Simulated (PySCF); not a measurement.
# A search over the determinants of NaBi

Unrestricted PBE0; basis Na def2-SVP, Bi def2-SVP with ECP60; scalar-relativistic core potentials; PySCF 2.14. Outer shells of the fragments: Na 3s1; Bi 5d10 6s2 6p3.

Followed along the bond (rough minima from three points):

| 2Ms+1 | unpaired | ⟨S²⟩ at the start | R at minimum (Å) | Te (eV) |
| --- | --- | --- | --- | --- |
| 3 | π ↑↑ | 2.04 | 3.00 | 0.00 |
| 1 | π ↑↓ | 1.00 | 2.98 | 0.33 |
| 1 | none | 0.00 | 2.97 | 1.18 |
| 1 | σ ↓, π ↑ | 1.01 | 2.92 | 1.20 |
| 3 | σ ↑, π ↑ | 2.00 | none in the scan | ≤ 0.92 |

Solutions found at the starting distance of 3.035 Å, counted from the lowest of them; the search is not exhaustive and high or unbound solutions are not listed, so other states can lie among these:

| 2Ms+1 | unpaired | term | E (eV) | ⟨S²⟩ | ⟨Lz²⟩ | μ (D) |
| --- | --- | --- | --- | --- | --- | --- |
| 3 | π ↑↑ | ³Σ⁻ | 0.00 | 2.04 | 0.00 | -6.23 |
| 1 | π ↑↓ | mixed | 0.33 | 1.00 | 2.01 | -6.50 |
| 3 | σ ↑, π ↑ | ³Π | 0.94 | 2.00 | 1.01 | -8.09 |
| 1 | none | mixed | 1.18 | 0.00 | 2.00 | -6.42 |
| 1 | σ ↓, π ↑ | mixed | 1.21 | 1.01 | 1.01 | -7.81 |
| 5 | σ ↑↑, π ↑↑ | ⁵Σ⁻ | 1.57 | 6.00 | 0.00 | 3.29 |
| 3 | σ ↑↑, π ↑↓ | mixed | 2.25 | 3.01 | 2.01 | 3.39 |
| 1 | σ ↓↓, π ↑↑ | mixed | 2.27 | 2.01 | 0.00 | 3.49 |
| 3 | σ ↑, π ↑ | ³Π | 2.72 | 2.00 | 1.00 | 4.02 |
| 1 | σ ↓, π ↑ | mixed | 2.75 | 1.00 | 1.00 | 4.13 |
| 3 | σ ↑↑ | mixed | 3.16 | 2.00 | 2.00 | 3.44 |
| 5 | σ ↑, π ↑↑↑ | ⁵Π | 3.20 | 6.00 | 1.00 | 1.50 |
| 3 | σ ↑, π ↑↑↓ | mixed | 3.87 | 3.01 | 3.01 | 1.58 |
| 5 | σ ↑↑, π ↑↑ | mixed | 7.95 | 6.00 | 2.00 | 10.60 |

A term symbol is given only where ⟨S²⟩ and ⟨Lz²⟩ are close to those of a pure state; real π, δ and φ orbitals otherwise mix terms. A positive dipole means Na(−)Bi(+).

Spin–orbit coupling is left out, which matters for elements this heavy, above all for dissociation energies. Counting both spins, an empty level lies below a filled one in some of these solutions, because spin and occupation are held.
